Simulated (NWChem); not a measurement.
System: CH7As2Ga; SMILES [AsH2][Ga]([AsH2])[CH3]

Input file for NWChem:

```
start job
memory heap 200 mb stack 900 mb global 1100 mb
geometry units angstroms noautosym nocenter noautoz
  Ga    -0.619995     0.013937    -0.011267
  As     0.608566     2.112031     0.049981
  H      1.644348     1.566832     1.025446
  H     -0.274912     2.670429     1.160949
  As     0.617960    -2.080172    -0.014062
  H      1.711442    -1.521869    -0.916335
  H     -0.190206    -2.629144    -1.185373
  C     -2.593917     0.003220    -0.022128
  H     -2.990520    -0.815516    -0.640983
  H     -3.007041     0.958458    -0.377912
  H     -2.950752    -0.154856     1.009673
end
basis spherical
  Ga library def2-tzvp
  As library def2-tzvp
  H library def2-tzvp
  C library def2-tzvp
end
dft
  xc hfexch
  iterations 150
  semidirect filesize 400000000
end
property
  efieldgrad
end
task dft property
```

Coordinates come from a PBE0/def2-SVP optimisation.

Vzz is the largest principal value of the second derivative of the potential at the nucleus (NWChem prints the opposite sign); η is the asymmetry. Non-relativistic.

Atoms are numbered as in the input.

Q: What results follow from this input? (Hartree-Fock/def2-TZVP.) Quantities: Vzz Ga1 (a.u.); η Ga1; Vzz As5 (a.u.); η As5.

A: The vzz Ga1 (a.u.) is 3.420 and the η Ga1 is 0.32. The vzz As5 (a.u.) is -2.163. The η As5 is 0.73.
